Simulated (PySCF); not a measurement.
**Mayer bond orders and bond lengths**

C8H12O2.
Atom-mapped SMILES: `[CH3:1][O:2][C:3](=[O:4])[C@@H:5]1[CH2:6][CH:7]=[CH:8][CH2:9][CH2:10]1` (hydrogens: H11, H12, H13 on C1; H14 on C5; H15, H16 on C6; H17 on C7; H18 on C8; H19, H20 on C9; H21, H22 on C10)

Geometry (GFN2-xTB, Å), atoms numbered from 1 in this order:
```xyz
22
C8H12O2 angstrom
C      3.433    0.476    0.041
O      2.038    0.289   -0.144
C      1.337   -0.086    0.936
O      1.835   -0.271    2.015
C     -0.133   -0.247    0.618
C     -0.342   -1.330   -0.445
C     -1.754   -1.333   -0.943
C     -2.599   -0.333   -0.759
C     -2.240    0.927   -0.033
C     -0.729    1.072    0.116
H      3.848   -0.336    0.641
H      3.622    1.424    0.550
H      3.877    0.487   -0.952
H     -0.635   -0.540    1.545
H      0.336   -1.148   -1.286
H     -0.095   -2.311   -0.032
H     -2.059   -2.219   -1.482
H     -3.613   -0.396   -1.128
H     -2.645    1.787   -0.571
H     -2.715    0.914    0.954
H     -0.496    1.881    0.811
H     -0.283    1.311   -0.851
```

Bond orders from the PBE0/pcSseg-1 density (PySCF). One conformer (not necessarily the lowest) at the GFN2-xTB geometry, without solvent, vibrations or thermal averaging.

Task: How far do the computed orders between heavy atoms stray from the drawn ones?

Result: The largest departure is 0.125, at C1–O2 (drawn single, 0.875). Drawn single, order below 0.88: C1–O2 (0.875).

Task: Give the Mayer order of every bond, beside its length.

Result: 
```json
{"bond": "C1–O2", "drawn as": "single", "length (Å)": "1.420", "Mayer order": "0.875"}
{"bond": "O2–C3", "drawn as": "single", "length (Å)": "1.340", "Mayer order": "1.074"}
{"bond": "C3–O4", "drawn as": "double", "length (Å)": "1.203", "Mayer order": "1.961"}
{"bond": "C3–C5", "drawn as": "single", "length (Å)": "1.513", "Mayer order": "0.980"}
{"bond": "C5–C6", "drawn as": "single", "length (Å)": "1.533", "Mayer order": "0.979"}
{"bond": "C6–C7", "drawn as": "single", "length (Å)": "1.498", "Mayer order": "1.050"}
{"bond": "C7–C8", "drawn as": "double", "length (Å)": "1.322", "Mayer order": "1.930"}
{"bond": "C8–C9", "drawn as": "single", "length (Å)": "1.497", "Mayer order": "1.037"}
{"bond": "C9–C10", "drawn as": "single", "length (Å)": "1.526", "Mayer order": "1.058"}
{"bond": "C10–C5", "drawn as": "single", "length (Å)": "1.532", "Mayer order": "0.974"}
{"bond": "C1–H11", "drawn as": "single", "length (Å)": "1.092", "Mayer order": "0.959"}
{"bond": "C1–H12", "drawn as": "single", "length (Å)": "1.092", "Mayer order": "0.968"}
{"bond": "C1–H13", "drawn as": "single", "length (Å)": "1.087", "Mayer order": "0.969"}
{"bond": "C5–H14", "drawn as": "single", "length (Å)": "1.094", "Mayer order": "0.942"}
{"bond": "C6–H15", "drawn as": "single", "length (Å)": "1.095", "Mayer order": "0.922"}
{"bond": "C6–H16", "drawn as": "single", "length (Å)": "1.093", "Mayer order": "0.940"}
{"bond": "C7–H17", "drawn as": "single", "length (Å)": "1.081", "Mayer order": "0.962"}
{"bond": "C8–H18", "drawn as": "single", "length (Å)": "1.081", "Mayer order": "0.962"}
{"bond": "C9–H19", "drawn as": "single", "length (Å)": "1.093", "Mayer order": "0.943"}
{"bond": "C9–H20", "drawn as": "single", "length (Å)": "1.095", "Mayer order": "0.929"}
{"bond": "C10–H21", "drawn as": "single", "length (Å)": "1.092", "Mayer order": "0.952"}
{"bond": "C10–H22", "drawn as": "single", "length (Å)": "1.091", "Mayer order": "0.941"}
```

By pair of heavy elements: C–O: lowest C1–O2 (0.875, 1.420 Å), highest C3–O4 (1.961, 1.203 Å). C–C: lowest C10–C5 (0.974, 1.532 Å), highest C7–C8 (1.930, 1.322 Å); in 2 of the 21 pairs the longer bond (by over 0.003 Å) has the higher order (by 0.02 or more).

Task: Sum the orders of all bonds at each heavy atom with more than one neighbour and set the sums beside the valence in the SMILES.

Result: C1 3.771 (drawn 4), O2 1.949 (drawn 2), C3 4.015 (drawn 4), C5 3.875 (drawn 4), C6 3.891 (drawn 4), C7 3.942 (drawn 4), C8 3.929 (drawn 4), C9 3.967 (drawn 4), C10 3.925 (drawn 4). Orders between atoms that aren't bonded are not in these sums.

Mayer orders depend on the basis set.
